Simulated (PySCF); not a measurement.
## Correlation energy of P⁻ (phosphorus, charge -1)

[Ne] 3s2 3p4, high-spin 3P determinant. Calculation: PySCF 2.14, in aug-cc-pCVTZ-DK (8s7p5d3f, 75 functions); scalar relativity by spin-free X2C-1e. Frozen: 1s2; 14 electrons correlated.

```json
{"level": "CCSD", "correlation energy (mhartree)": "-424.88"}
{"level": "(T)", "correlation energy (mhartree)": "-9.17"}
{"level": "CCSD(T)", "correlation energy (mhartree)": "-434.05"}
```

Diagnostics: T1 = 0.0098, D1 = 0.0375, largest double amplitude 0.047.

Cost of the coupled-cluster step: of the order of 30 core-seconds, for 14 correlated electrons.
